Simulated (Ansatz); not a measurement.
Geometry optimisation, RKS PBE-D4/def2-SVP in Ansatz.

Input file:

```yaml
crystal:
  periodic: [false, false, false]
  atoms:
    - { symbol: "N", position_ang: [-0.87387, 0.98038, -0.59275] }
    - { symbol: Si, position_ang: [0.39598, 0.44016, 0.3709] }
    - { symbol: O, position_ang: [0.47017, -1.34482, -0.14788] }
    - { symbol: F, position_ang: [-0.15678, 0.19664, 1.83404] }
    - { symbol: H, position_ang: [-1.60899, 1.54914, -0.18928] }
    - { symbol: H, position_ang: [-0.77455, 1.18714, -1.57618] }
    - { symbol: H, position_ang: [1.79889, 0.7411, 0.35747] }
    - { symbol: H, position_ang: [-0.37481, -1.80175, -0.29795] }
    - { symbol: H, position_ang: [1.12395, -1.94798, 0.24163] }
total_charge: 1
basis:
  gaussian: { orbitals: def2-SVP }
hamiltonian:
  xc: pbe
  dispersion: d4
relax:
  f_tol: 0.015
  max_steps: 40
```

Launched with:

```bash
$ ansatz run input.yaml --threads 1 --pin off --max-ram 2048MiB --backend cpu --events-out ev --progress --plain --runs-dir out
```

Q: Where does it end, and by what steps?

A: It converged. The force dipped under the threshold on the way, but the program's further checks kept it going. After 27 steps the energy has fallen by 0.169 eV; H9 moved furthest, 0.78 Å.

| step | energy less start (eV) | largest force component (eV/Å) | accepted |
| --- | --- | --- | --- |
| 0 | 0.0000 | 1.159 | yes |
| 1 | -0.0947 | 0.471 | yes |
| 2 | -0.1234 | 0.272 | yes |
| 3 | -0.1351 | 0.158 | yes |
| 4 | -0.1446 | 0.368 | yes |
| 5 | -0.1494 | 0.186 | yes |
| 6 | -0.1522 | 0.147 | yes |
| 7 | -0.1515 | 0.187 | no |
| 8 | -0.1574 | 0.101 | yes |
| 9 | -0.1591 | 0.147 | yes |
| 10 | -0.1599 | 0.426 | yes |
| 11 | -0.1628 | 0.123 | yes |
| 12 | -0.1637 | 0.071 | yes |
| 13 | -0.1655 | 0.056 | yes |
| 14 | -0.1458 | 0.736 | no |
| 15 | -0.1627 | 0.150 | no |
| 16 | -0.1663 | 0.011 | yes |
| 17 | -0.1668 | 0.030 | yes |
| 18 | -0.1669 | 0.147 | yes |
| 19 | -0.1676 | 0.054 | yes |
| 20 | -0.1679 | 0.013 | yes |
| 21 | -0.1683 | 0.019 | yes |
| 22 | -0.1645 | 0.454 | no |
| 23 | -0.1685 | 0.020 | yes |
| 24 | -0.1684 | 0.096 | no |
| 25 | -0.1685 | 0.034 | no |
| 26 | -0.1685 | 0.007 | yes |
| 27 | -0.1686 | 0.014 | yes |

```xyz
9
Properties=species:S:1:pos:R:3
N -0.837 1.031 -0.589
Si 0.426 0.448 0.344
O 0.420 -1.411 0.028
F 0.179 0.272 1.925
H -1.826 0.976 -0.322
H -0.673 1.714 -1.336
H 1.790 0.856 -0.038
H -0.023 -1.811 -0.753
H 0.545 -2.075 0.742
```

Whether the end is a true minimum wasn't checked by a vibrational analysis.

The run took 110 s on 1 thread of AMD EPYC (Zen 3), with other jobs on the host, peak memory 0.15 GiB.
